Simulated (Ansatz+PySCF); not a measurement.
# singlet CuH in separate pieces: levels of theory in one basis

```json
{"atom": "Cu", "x (Å)": "0.0000", "y (Å)": "0.0000", "z (Å)": "-0.1476"}
{"atom": "H", "x (Å)": "0.0000", "y (Å)": "0.0000", "z (Å)": "4.2808"}
```

Basis set: cc-pVDZ (spherical functions). Frozen core: 5 orbitals. Charge 0, multiplicity 1.

Computed with Ansatz (development build ahead of 0.2.0); each method stands on the lowest determinant of its kind that the runs found. NEVPT2 correlates all electrons. Active spaces start from the frontier orbitals, and the lowest solution found is given.

| method | E − E(RHF) (eV) | <S²> of the determinant |
| --- | --- | --- |
| RHF | 0.00 | 0.00 |
| UHF | -2.93 | 1.00 |
| RHF-MP2 | -18.86 | – |
| RHF-CCSD | -17.72 | – |
| RHF-CCSD(T) | -18.99 | – |
| RHF-CCSDT(Q) | -18.70 | – |
| CASSCF(2,2) | -2.93 | – |

Q: What does SC-NEVPT2(2,2) give on the same scale?

A: -21.29 eV. NEVPT2 here correlates all electrons, so it doesn't share the others' frozen core.

Q: Is a single determinant a sound starting point here?

A: It is doubtful. Unrestricted orbitals lower Hartree–Fock by 2.93 eV and <S²> is 1.00 where a pure state has 0.00, a sign of strong static correlation. The CASSCF(2,2) natural occupations are 1.13, 0.87.

Caution for RHF, RHF-MP2, RHF-CCSD, RHF-CCSD(T), RHF-CCSDT(Q): an unrestricted determinant lies well below. Caution for UHF: the unrestricted determinant is a mixture of spin states. Caution for RHF-MP2, RHF-CCSD, RHF-CCSDT(Q): large amplitudes, a single reference is doubtful. Caution for RHF-CCSD(T): very large amplitudes, the method is breaking down. Caution for RHF-CCSD(T), RHF-CCSDT(Q): the amplitudes may be one of several solutions.
